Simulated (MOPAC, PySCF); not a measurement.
H3B, SMILES `B`, neutral singlet in the gas phase. 

Cartesian coordinates (Å):
```xyz
4

B      0.0000     0.0000    -0.0002
H     -0.8834    -0.7951    -0.0397
H     -0.2462     1.1634    -0.0114
H      1.1296    -0.3683     0.0513
```
Charge 0, multiplicity 1.

All levels are single points at this geometry (B3LYP-D3(BJ)/def2-TZVP); Pople sets use spherical d functions. Orbital energies aren't observables, and empty levels follow the basis.

B3LYP-D3(BJ)/def2-TZVP in PySCF gives dipole (D) = 0.00.

Estimate the dipole (D) from each of these levels: PBE-D3(BJ)/def2-TZVP in PySCF; B3LYP/6-311+G** in PySCF; M06-2X/6-31G* in PySCF; SVWN5/6-31G* in PySCF; HF/6-31G* in PySCF; PM3 in MOPAC; PM6 in MOPAC; PM7 in MOPAC.


| level | dipole (D) |
|---|---|
| PBE-D3(BJ)/def2-TZVP in PySCF | 0.00 |
| B3LYP/6-311+G** in PySCF | 0.00 |
| M06-2X/6-31G* in PySCF | 0.00 |
| SVWN5/6-31G* in PySCF | 0.00 |
| HF/6-31G* in PySCF | 0.00 |
| PM3 in MOPAC | 0.00 |
| PM6 in MOPAC | 0.00 |
| PM7 in MOPAC | 0.00 |
